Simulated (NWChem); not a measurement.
Correlation energy of Ga (+1)

```xyz
1

Ga     0.0000     0.0000     0.0000
```
Charge +1, spin multiplicity 1.

The numbers come from NWChem runs, not from measurements.

Basis set: 3-21G. Each correlation energy counts from its own Hartree-Fock reference.

| method | correlation energy (mHa) | difference from CCSD(T) |
|---|---|---|
| CR-CCSD(T) | -36.6 | 0.0 |
| CCSDT | -36.6 | 0.0 |
| SCS-MP2 | -26.5 | +10.0 |
| CR-CCSD[T] | -36.6 | 0.0 |
| CCSD+T(CCSD) | -36.6 | 0.0 |
| CCSD | -36.6 | 0.0 |
| CCSD(T) | -36.6 | 0.0 |
| MP2 | -22.3 | +14.3 |

The values span 14.3 mHa, from CCSDT (lowest) to MP2 (highest). 

The Hamiltonian is non-relativistic. The correlated methods keep 9 core orbitals frozen. Differences from the coupled-cluster row are differences between methods, not errors against experiment.
